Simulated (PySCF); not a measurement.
**Al2Br2Cl4: core ionisation energies**

Species: (Cl2Al-mu-Br)2.
Bonds: Al1–Cl2, Al1–Cl3, Al1–Br4, Al1–Br8, Br4–Al5, Al5–Cl6, Al5–Cl7, Al5–Br8.

Method used: PySCF 2.14.0, delta-SCF UKS SCAN, pcX-2 on the ionised atom, pcseg-1 elsewhere, spin-free X2C. These are vertical core ionisation energies against the vacuum level, from separate self-consistent calculations with and without the core hole.

Question: List the computed XPS lines with their assignment.

Answer: 
```csv
atom(s),environment,level,binding energy (eV),2p1/2 (eV),count
Cl2/Cl3/Cl6/Cl7,chlorine bonded to Al,Cl 1s,2828.82,–,4
Al1/Al5,aluminium bonded to 2 Br and 2 Cl,Al 1s,1569.53,–,2
Cl2/Cl3/Cl6/Cl7,chlorine bonded to Al,Cl 2p3/2,206.23,207.89,4
```

Question: Which effective nuclear charge Zeff reproduces each element's mean 1s value in the hydrogen-like formula E = 13.606 eV × Zeff²?

Answer: Al (Z = 13): mean 1569.5 eV, Zeff = 10.74, Z − Zeff = 2.26; Cl (Z = 17): mean 2828.8 eV, Zeff = 14.42, Z − Zeff = 2.58. Means run over the listed sites, weighted by atom count.

Question: Which photon energy gives electrons from Cl 2p3/2 of Cl2/Cl3/Cl6/Cl7 a kinetic energy of 50 eV, and what is their de Broglie wavelength?

Answer: hν = 206.23 + 50 = 256.23 eV, recoil neglected; λ = 12.264 Å/√(E/eV) = 1.73 Å.

The first atom of each set that the bonding makes equivalent was ionised and stands for the set. The 2p values aren't plain energy differences: one relaxed spin-free 2p hole is combined with a matrix within the shell (ground-state 2p orbital-energy differences and spin–orbit coupling). 2p3/2, the mean of its two sublevels, lies a third of the splitting below the shell's mean and 2p1/2 two thirds above it; the statistical areas are 2:1. 2p1/2 minus 2p3/2 (ligand field included): Cl 1.65 eV. No level of bromine is listed. Geometry: PBE0-D3(BJ)/def2-SVP, one conformer, isolated molecule.
